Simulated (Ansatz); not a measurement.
`C[S][Na]` + HBr → `[Na][Br]` + CH₃SH at 500 K and 1 bar (ligand exchange at the Na–S bond).

Calculated with Ansatz (gas phase, PBE0-D4/def2-TZVP geometries, no zero-point term in ΔE). CCSD(T)/CBS adds triple-zeta CCSD(T) − MP2 to the extrapolated MP2 energy (def2 sets, frozen cores). This one scheme is used for every species. For Br, Na outer-core shells are correlated without core-valence functions, which leaves a few kJ/mol of doubt a bond. Scalar relativity is left out up to krypton.

```json
{"species": "`C[S][Na]`", "CCSD(T)/CBS energy (Eh)": "-599.74600", "H − E (kJ/mol)": "129.8", "S (J/(mol·K))": "342.2"}
{"species": "HBr", "CCSD(T)/CBS energy (Eh)": "-2573.91920", "H − E (kJ/mol)": "30.5", "S (J/(mol·K))": "213.7"}
{"species": "`[Na][Br]`", "CCSD(T)/CBS energy (Eh)": "-2735.48480", "H − E (kJ/mol)": "19.0", "S (J/(mol·K))": "260.0"}
{"species": "CH₃SH", "CCSD(T)/CBS energy (Eh)": "-438.22835", "H − E (kJ/mol)": "145.1", "S (J/(mol·K))": "283.7"}
```

H − E and S are ideal-gas, rigid-rotor, harmonic terms from PBE0-D4/def2-TZVP. 1 Eh = 2625.50 kJ/mol, R = 8.31446 J/(mol·K).

**Question.** By hand: ΔE, ΔH, ΔS and ΔG.

**Answer.** ΔE = (-2735.48480) + (-438.22835) − (-599.74600) − (-2573.91920) = -0.04795 Eh = -125.9 kJ/mol. Δ(H − E) = 19.0 + 145.1 − 129.8 − 30.5 = 3.8, so ΔH = -122.1 kJ/mol. ΔS = 260.0 + 283.7 − 342.2 − 213.7 = -12.2 J/(mol·K). ΔG = -122.1 − 500 × (-12.2)/1000 = -116.0 kJ/mol.

**Question.** By hand: the equilibrium constant, and the temperature at which ΔG would vanish if ΔH and ΔS stayed fixed.

**Answer.** log₁₀ K = −ΔG/(RT ln 10) = 12.1. ΔG = 0 at ΔH/ΔS = 10008 K, far beyond where these terms or the molecules hold.

The number of gas molecules stays the same, so ΔS is small and ΔH decides. A doubt of 5 kJ/mol in ΔE shifts log₁₀ K by 0.5 here. These are equilibria of isolated gas molecules and say nothing of rates. Largest T1 diagnostic: 0.010 (customary marks: 0.02 for closed shells, 0.045 for open ones).
